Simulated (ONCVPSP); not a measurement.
# cobalt: one change to an ONCV potential, before and after

| Property | Result |
| --- | --- |
| Element | cobalt |
| Generator | ONCVPSP 4.0.1 |
| Type | optimised norm-conserving Vanderbilt (ONCV) |
| Functional | PBE |
| Relativity | non-relativistic |
| Frozen core | [Ne] |
| Valence charge | 17 |
| Reference configuration | 3s2 3p6 3d7 (charge +2) |
| Partial waves | 3s: rc 1.00 bohr, ncon 4, nbas 7, qcut 12.7 1/bohr, 3 projectors, debl 3.2 Ha; 3p: rc 1.25 bohr, ncon 4, nbas 8, qcut 12.3 1/bohr, 2 projectors, debl 2.3 Ha; 3d: rc 1.10 bohr, ncon 4, nbas 9, qcut 12.2 1/bohr, 2 projectors, debl 2.5 Ha |
| Local potential | polynomial inside 0.95 bohr (lpopt 5, dvloc0 0 Ha) |
| Core correction | Teter function, fcfact 2.75, rcfact 1.15 |

In the s channel the program set the typed energies aside and used -4.367, 0.250, 3.450 Ha. In the p channel the program set the typed energies aside and used -3.089, 0.250 Ha.

All-electron outer shells of the reference configuration (PBE, non-relativistic, ld1.x):

```json
{"shell": "3s", "level (eV)": "-118.84", "outermost node (bohr)": "0.32", "outermost maximum (bohr)": "0.67"}
{"shell": "3p", "level (eV)": "-84.07", "outermost node (bohr)": "0.29", "outermost maximum (bohr)": "0.68"}
{"shell": "3d", "level (eV)": "-27.25", "outermost node (bohr)": "–", "outermost maximum (bohr)": "0.66"}
```

Change: scalar-relativistic. In the s channel the program set the typed energies aside and used -4.464, 0.250, 3.450 Ha. In the p channel the program set the typed energies aside and used -3.114, 0.250 Ha.

Cutoffs: the cutoffs (Ha) at which the residual kinetic energy of the hardest occupied pseudo-wave falls to 1 and 0.1 mHa per electron; they do not see the model core or the augmentation charge, which bear on the density cutoff. Errors are all-electron minus pseudo energies relative to the spin-unpolarised reference configuration.

Q: What does the change do?

A: The potential gets neither clearly harder nor softer (66 Ha and 78 Ha → 66 Ha and 78 Ha); of the 4 tests that both files solve, the error grows in 3 and shrinks in 1 by more than 15 % and 0.3 meV (median size 8.8 → 8.5 meV); neither file shows a bound ghost.

```tsv
quantity	base	changed
cutoff, loose	66 Ha	66 Ha
cutoff, tight	78 Ha	78 Ha
loose cutoff by channel	s 58 Ha, p 39 Ha, d 66 Ha	s 58 Ha, p 40 Ha, d 66 Ha
bound ghosts	none	none
GHOST(+) flags under 300 eV	none	none
error for 3s2 3p6 3d7 4s2, meV [ΔE -25.42 → -25.82 eV]	+2.4	+4.6
error for 3s2 3p6 3d7 4s1, meV [ΔE -16.54 → -16.79 eV]	+0.8	+2.1
error for 3s2 3p6 3d6, meV [ΔE 36.10 → 35.87 eV]	+15	+12
error for 3s1 3p6 3d7 4s2, meV [ΔE 82.59 → 84.69 eV]	-26	-50
s: phases at 1.01 bohr within 0.05 rad from the reference energy up to (Ha; the scan ends near 5)	to the end of the scan	to the end of the scan
p: phases at 1.27 bohr within 0.05 rad from the reference energy up to (Ha; the scan ends near 5)	to the end of the scan	to the end of the scan
d: phases at 1.12 bohr within 0.05 rad from the reference energy up to (Ha; the scan ends near 5)	to the end of the scan	to the end of the scan
rms error of d²Exc/dni dnj with the model core, mHa	1.93	1.88
```
